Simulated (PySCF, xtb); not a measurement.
Sn(H)(PH2)3 (H₇P₃Sn), SMILES [PH2][SnH]([PH2])[PH2].

GFN2-xTB (xtb) at its own geometry gives an orbital gap of 2.41 eV and a dipole moment of 2.91 D.

Geometry optimised at B3LYP-D3(BJ)/def2-SVP. The structure was generated by enumeration; whether it is a known compound was not checked. The def2 effective core potentials stand for the cores of Sn; spin–orbit coupling is left out. One conformer was computed; it need not be the lowest.

Problem. What does PBE/def2-TZVP run with PySCF give? (The exact figures need the calculation; the answer reports its results.)

Solution. gap 4.14 eV (levels -6.21 and -2.07 eV), dipole 0.54 D.
